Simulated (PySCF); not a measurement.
Level of theory: PBE-D3(BJ)/def2-TZVP // PBE0-D4/def2-TZVP (PySCF 2.14.0). Gas-phase values, no solvent. One relaxed conformer stands for a flexible species; it need not be the lowest. Excitations are Tamm–Dancoff values on a coarser integration grid. The basis has no diffuse functions, so Rydberg states are missing or too high.

Reference species (SMILES): `[H]/N=C/OC=O` (N–C–O–C torsion 180°, C–O–C–O torsion 0°) (neutral, multiplicity 1).

```
Quantity                 Result
----------------------  -------
T1 excitation (TDA)     4.26 eV
S1 oscillator strength    0.000
```

Changed species: `C=NC(=O)O` (C–N–C–O torsion 65°, O–C–O–H torsion 0°).

Problem. Predict the effect on the T1 excitation (TDA) and S1 oscillator strength.

Solution. the T1 excitation (TDA) falls by 0.70 eV, to 3.56 eV; the S1 oscillator strength hardly moves.
